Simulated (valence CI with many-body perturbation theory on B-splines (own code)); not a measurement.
E1 line list for Sr²⁵⁺

Method: valence CI with perturbative core correlation (CI+MBPT): three valence electrons over a frozen Dirac-Fock core [Ne], a basis of 11 s, 11 p, 9 d, 7 f, 5 g, 2 h, 1 i functions for each j, with the one-electron correlation potential Σ1, the two-electron term Σ2, the three-electron term Σ3, Breit, model QED; selected CI, second order for the rest (own B-spline code, finite nucleus).

No measured spectrum was set against this ion. As an estimate, levels of excited configurations hold to 0.05 to 0.15 % of their energy, terms of the ground configuration to about 0.5 %.

Lines 51 to 100 of 280 in falling wavelength, among levels below 2218900 cm⁻¹, chosen from the strongest by gf and those to the six lowest levels. Wavelengths and rates use the calculated energies, so an error of 600 cm⁻¹ moves a line at 16.54 nm by 0.099 % and its rate by three times that or more. Electric multipoles are in the length gauge, E1 and E2 with the static RPA response of the core. Weak lines are less certain than strong ones. Lines between different terms over intervals too small for the method are left out, as are lines whose strength nearly cancels. Where a level lies close to another of its J and parity, the split of strength between their lines is uncertain. The highest levels of a list are the least certain.

Names give the largest LS component (configuration and term), which can be under half, so a name can repeat, a term be missing and a line seem to break the LS rules; names also repeat where a configuration has a term twice. Letters in brackets count levels of one name in rising energy.

```tsv
λ vac (nm)	Upper	Lower	A (s⁻¹)	log gf	Branch %
16.54	3p²3d ⁴F_3/2	3s3p3d ⁴F°_3/2	9.39e+09	-0.81	23.0
16.46	3p²3d ⁴P_3/2	3s3p3d ⁴D°_5/2	7.38e+09	-0.92	5.9
16.46	3s3p3d ⁴F°_3/2	3s3p² ²D_3/2	2.46e+09	-1.40	14.2
16.28	3p²3d ²G_7/2	3s3p3d ²F°_5/2 [a]	1.12e+10	-0.45	34.1
16.22	3p²3d ⁴F_7/2	3s3p3d ⁴P°_5/2	1.46e+10	-0.34	32.8
16.17	3p²3d ⁴P_3/2	3s3p3d ²F°_5/2 [a]	6.24e+09	-1.01	5.0
15.95	3p²3d ²F_7/2 [a]	3s3p3d ⁴F°_7/2	4.77e+09	-0.84	16.9
15.85	3s3p3d ⁴F°_5/2	3s3p² ²D_3/2	2.79e+08	-2.20	3.7
15.76	3s3p3d ²P°_3/2 [a]	3s²3d ²D_3/2	6.74e+09	-1.00	4.9
15.75	3p³ ²D°_3/2	3s3p² ⁴P_3/2	4.76e+09	-1.15	14.5
15.66	3p²3d ²F_5/2 [a]	3s3p3d ⁴F°_5/2	7.56e+09	-0.78	26.7
15.57	3p²3d ⁴D_7/2	3s3p3d ⁴D°_5/2	3.02e+09	-1.06	5.5
15.49	3p²3d ⁴D_7/2	3s3p3d ⁴D°_7/2	9.14e+09	-0.58	16.7
15.45	3p²3d ⁴F_7/2	3s3p3d ⁴F°_7/2	8.55e+09	-0.61	19.2
15.35	3s3p3d ⁴P°_5/2	3s3p² ²D_5/2	3.95e+09	-1.08	6.7
15.34	3s3p² ²D_3/2	3s²3p ²P°_1/2	1.29e+10	-0.74	97.0
15.18	3p³ ²D°_5/2	3s3p² ⁴P_5/2	1.71e+09	-1.45	18.8
15.11	3s3d² ⁴F_7/2	3s3p3d ²F°_7/2 [a]	1.33e+10	-0.44	11.3
15.03	3p²3d ²F_5/2 [b]	3s3p3d ²D°_5/2 [a]	8.51e+09	-0.76	6.0
15.02	3p²3d ²F_7/2 [b]	3s3p3d ²F°_7/2 [a]	1.68e+10	-0.34	13.3
14.95	3p³ ⁴S°_3/2	3s3p² ⁴P_5/2	1.96e+10	-0.58	35.5
14.94	3p²3d ²D_5/2	3s3p3d ²D°_3/2	2.15e+10	-0.37	18.4
14.93	3p²3d ²G_9/2	3s3p3d ⁴D°_7/2	4.98e+09	-0.78	13.0
14.84	3p²3d ⁴F_9/2	3s3p3d ⁴F°_7/2	1.02e+10	-0.47	28.7
14.80	3s3p3d ²F°_7/2 [b]	3s²3d ²D_5/2	6.62e+10	0.24	62.6
14.62	3p²3d ²D_5/2	3s3p3d ⁴D°_7/2	9.33e+09	-0.75	8.0
14.62	3p²3d ⁴D_5/2	3s3p3d ⁴F°_7/2	1.25e+10	-0.62	19.3
14.60	3p²3d ⁴F_7/2	3s3p3d ⁴F°_5/2	6.79e+09	-0.76	15.2
14.50	3p²3d ²D_3/2 [a]	3s3p3d ²F°_5/2 [a]	1.75e+10	-0.66	19.4
14.50	3p²3d ²D_3/2 [b]	3s3p3d ⁴D°_5/2	2.24e+10	-0.55	19.6
14.48	3p²3d ⁴P_5/2	3s3p3d ⁴D°_3/2	8.01e+09	-0.82	6.9
14.47	3p²3d ²D_5/2	3s3p3d ²F°_5/2 [a]	1.25e+10	-0.63	10.7
14.47	3s3p3d ⁴F°_3/2	3s3p² ⁴P_5/2	2.09e+09	-1.58	12.0
14.46	3p³ ²P°_1/2	3s3p² ²D_3/2	3.84e+10	-0.62	76.1
14.45	3p²3d ²P_3/2 [a]	3s3p3d ⁴F°_3/2	1.25e+10	-0.81	21.4
14.43	3p²3d ⁴P_3/2	3s3p3d ⁴D°_1/2	6.80e+09	-1.07	5.4
14.43	3p²3d ⁴P_5/2	3s3p3d ⁴P°_5/2	1.63e+10	-0.52	13.9
14.42	3p²3d ⁴D_7/2	3s3p3d ⁴F°_9/2	1.38e+10	-0.46	25.2
14.34	3p²3d ²F_5/2 [b]	3s3p3d ²D°_3/2	1.09e+10	-0.69	7.7
14.33	3s3p3d ²P°_1/2 [a]	3s²3d ²D_3/2	1.63e+10	-1.00	17.8
14.33	3p²3d ⁴P_3/2	3s3p3d ⁴D°_3/2	9.42e+09	-0.94	7.5
14.33	3s3p3d ²F°_5/2 [b]	3s²3d ²D_3/2	5.92e+10	0.04	44.2
14.30	3s3p3d ⁴P°_5/2	3s3p² ²D_3/2	4.33e+08	-2.10	0.7
14.25	3p³ ²D°_5/2	3s3p² ⁴P_3/2	8.50e+07	-2.81	0.9
14.24	3s3p3d ⁴D°_3/2	3s3p² ²D_3/2	2.58e+09	-1.50	3.3
14.23	3p²3d ⁴D_1/2	3s3p3d ⁴F°_3/2	1.99e+10	-0.92	34.3
14.19	3p³ ²P°_3/2	3s3p² ²D_5/2	2.45e+10	-0.53	45.0
14.17	3s3p3d ²P°_3/2 [a]	3s3p² ²P_3/2	1.77e+10	-0.67	12.8
14.15	3p³ ²D°_3/2	3s3p² ⁴P_1/2	7.58e+09	-1.04	23.1
14.15	3s3p3d ⁴D°_1/2	3s3p² ²D_3/2	1.17e+09	-2.15	1.2
```
